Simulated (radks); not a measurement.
Results of a calculation; reference values are marked as such.
Neutral palladium inside a hard spherical wall (all orbitals vanish at R), configuration held at [Kr] 4d10 and not refilled when levels cross. Code: a radial shooting solver on a logarithmic mesh with Libxc functionals. Model: scalar-relativistic Kohn-Sham, PBE, spin-unpolarised, spherical densities, finite nucleus; Fermi nuclear charge, rms radius 4.5318 fm. Eigenvalues in eV, with the zero of energy where the potential of the charges vanishes at infinity; a dash marks a level that is unbound or too diffuse for the functional's potential to be trusted. A positive occupied level is held by the wall or, in an anion where self-interaction has pushed it up, behind a barrier. The pressure on the wall is -dE/dV.

R (bohr),E (hartree),kinetic (hartree),e(3d),e(4s),e(4p),e(4d),"e(5s, empty)","e(5p, empty)",pressure (GPa)
free,-5045.79436,5233.519,-325.51,-85.327,-51.199,-4.048,-3.321,-,0
20,-5045.79436,5233.519,-325.51,-85.327,-51.199,-4.048,-3.321,-,< 0.0001
12,-5045.79435,5233.519,-325.50,-85.325,-51.197,-4.046,-3.318,-0.175,0.000211
8,-5045.79317,5233.528,-325.39,-85.217,-51.090,-3.949,-3.154,0.578,0.0519
7,-5045.79039,5233.547,-325.21,-85.044,-50.920,-3.796,-2.903,1.226,0.231
6,-5045.78066,5233.605,-324.75,-84.605,-50.491,-3.409,-2.272,2.502,1.13
5,-5045.74387,5233.799,-323.54,-83.466,-49.387,-2.401,-0.600,5.288,6.38
3.5,-5045.34324,5235.558,-316.32,-77.144,-43.341,3.471,10.253,20.300,139
2.5,-5043.05333,5244.834,-295.35,-61.065,-27.777,20.895,49.119,67.505,2130
2,-5037.24248,5267.545,-263.29,-38.493,-4.368,48.909,118.50,144.83,12500
1.5,-5011.73363,5355.261,-181.71,26.859,66.829,132.01,330.79,367.18,108000
